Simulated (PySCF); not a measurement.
**Löwdin shares of the frontier orbitals**

Species: C8H12.
Geometry (GFN2-xTB, Å), atoms numbered from 1 in this order:
```xyz
20
C8H12 angstrom
C      4.8889    0.0798    1.0211
C      3.8334   -0.1537    0.4977
C      2.6044   -0.4474   -0.1266
C      1.5827    0.4047   -0.1701
C      0.2728    0.1126   -0.8207
C     -0.8727    0.1483    0.1973
C     -2.2258   -0.1154   -0.4581
C     -3.3613   -0.0865    0.5575
H      5.8081    0.2889    1.4805
H      2.5350   -1.4257   -0.5877
H      1.6728    1.3750    0.3015
H      0.0802    0.8648   -1.5927
H      0.3022   -0.8674   -1.3027
H     -0.6877   -0.6044    0.9677
H     -0.8913    1.1247    0.6873
H     -2.4072    0.6396   -1.2270
H     -2.2035   -1.0904   -0.9509
H     -3.4133    0.8852    1.0442
H     -4.3148   -0.2778    0.0707
H     -3.2081   -0.8442    1.3232
```

Computed with PySCF 2.14.0, density-fitted response routines, TDDFT PBE0/def2-SVPD, vertical, gas phase, core orbitals frozen in the response.

Kohn–Sham orbitals with the atoms that hold most of them (Löwdin shares over 4%, at most four atoms; ? is withheld):

| orbital | ε (eV) | atoms |
| --- | --- | --- |
| LUMO+2 | 1.03 | C1 16%, C2 15%, C3 12%, H10 12% |
| LUMO+1 | 0.76 | C8 13%, C7 12%, C6 10%, C5 9% |
| LUMO | -0.67 | C4 29%, C3 21%, C1 16%, C2 14% |
| HOMO | -6.79 | ? |
| HOMO-1 | -7.90 | ? |
| HOMO-2 | -9.24 | C2 17%, C6 13%, C3 12%, C1 11% |
| HOMO-3 | -9.33 | C7 21%, C6 19%, H16 10%, H14 9% |

(1) Give the leading atoms of the HOMO-1.

(2) Which atoms hold the HOMO, and with what shares?

(3) How does S1 compare with the orbital gap of 6.12 eV?

(4) Give energy, strength and leading configuration of S1 and S2, and follow the Löwdin shares of the leading atoms from the occupied to the empty orbital.

Results:

(1) C1 (bonded to C and H) 43%; C2 (bonded to 2 C) 41%; C3 (bonded to 2 C and H) 7%; H9 (bonded to C) 4%. By element: carbon 90% or more, hydrogen 4% or more.

(2) C1 (bonded to C and H) 25%; C4 (bonded to 2 C and H) 22%; C2 (bonded to 2 C) 20%; C3 (bonded to 2 C and H) 19%.

(3) S1 is at 5.50 eV (f = 0.0095), 0.63 eV below the gap, made of HOMO-1→LUMO (95%). Its leading pair isn't HOMO and LUMO; the energies of that pair differ by 7.23 eV. Without the coupling terms of the response equations the lowest excitation would equal the gap.

(4) 
- S1 (5.50 eV, f 0.0095), HOMO-1→LUMO (95%): C1 43% → 16%, C2 41% → 14%, C4 at most 5% → 29%, C3 7% → 21%
- S2 (5.59 eV, f 0.448), HOMO→LUMO (86%): C1 25% → 16%, C4 22% → 29%, C3 19% → 21%

Löwdin shares depend on the basis, the more so with diffuse functions.

One conformer stands for the species.
